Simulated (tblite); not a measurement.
Run record: nudged-elastic-band run, `C(OCC1CC1)F`.

Computed with GFN2-xTB (tblite), gas phase: nudged elastic band of 9 images (0 to 8), spring 0.2 eV/Å², climbing image at the end, force threshold 0.05 eV/Å. The top image wasn't refined or checked by frequencies; at this threshold it can lie a kcal/mol or more above the true saddle point of the method. The command runs a driver script over a list of jobs; the input below is this job's line of settings and its coordinates in Å. «atoms» counts from 0 and names the dihedral (O3–C4–C5–C6 when counted from 1); «turn» is the rotation in degrees that makes the guess of the end point.

Command:
```bash
OMP_NUM_THREADS=1 python probes_run.py task.json out
```

Input:
```
{"job": {"kind": "neb", "xc": "GFN2-xTB", "basis": "xTB", "atoms": [2, 3, 4, 5], "turn": 120}, "charge": 0, "multiplicity": 1}
F      1.927901    -0.372404     1.635524
C      2.413189     0.018826     0.402115
O      1.517076     0.758773    -0.301888
C      0.426764     0.040550    -0.878662
C     -0.642931    -0.337584     0.118290
C     -2.070490    -0.398688    -0.336423
C     -1.620947     0.707614     0.565334
H      2.698299    -0.918666    -0.107909
H      3.287784     0.647844     0.602910
H      0.016601     0.721689    -1.627691
H      0.815926    -0.856367    -1.384343
H     -0.325878    -1.064502     0.854819
H     -2.700886    -1.173523     0.071783
H     -2.285230    -0.162333    -1.367652
H     -1.520262     1.697631     0.148127
H     -1.944513     0.700083     1.594257
```

Estimate the output.

```
image   E - E0 / eV
  0       0.0000
  1       0.0070
  2       0.0271
  3       0.0513
  4       0.0663
  5       0.0633
  6       0.0438
  7       0.0194
  8       0.0001
```

Read off the barriers.

The highest image is 4: 0.066 eV (1.53 kcal/mol) above the start and 0.066 eV (1.53 kcal/mol) above the end. The band met its force threshold.

Which dihedral does each image have?

0: 148°, 1: 161°, 2: 175°, 3: -170°, 4: -156°, 5: -142°, 6: -128°, 7: -114°, 8: -100°.

Give the geometry of the highest image and of the end point.

Image 4:
```
atom  x, y, z in Å
F1      1.976   -1.000    1.388
C2      2.449   -0.355    0.261
O3      1.722    0.750   -0.052
C4      0.458    0.516   -0.661
C5     -0.619    0.094    0.326
C6     -1.797   -0.686   -0.169
C7     -1.973    0.734    0.271
H8      2.442   -1.121   -0.534
H9      3.467   -0.029    0.499
H10     0.203    1.470   -1.131
H11     0.576   -0.245   -1.448
H12    -0.230   -0.153    1.304
H13    -2.197   -1.474    0.451
H14    -1.847   -0.899   -1.226
H15    -2.145    1.483   -0.487
H16    -2.493    0.924    1.197
```

Image 8:
```
atom  x, y, z in Å
F1      1.592   -1.339    1.116
C2      2.157   -0.654    0.059
O3      1.810    0.663    0.049
C4      0.506    0.963   -0.441
C5     -0.604    0.457    0.452
C6     -1.329   -0.811    0.118
C7     -2.019    0.508   -0.040
H8      1.839   -1.195   -0.848
H9      3.242   -0.715    0.200
H10     0.490    2.056   -0.490
H11     0.394    0.557   -1.456
H12    -0.428    0.671    1.498
H13    -1.625   -1.459    0.928
H14    -1.044   -1.343   -0.777
H15    -2.193    0.875   -1.040
H16    -2.795    0.775    0.661
```

The run took 2.2 s on one thread of an Arm Neoverse V1 (shared host), and the process peaked at 0.18 GiB of memory.
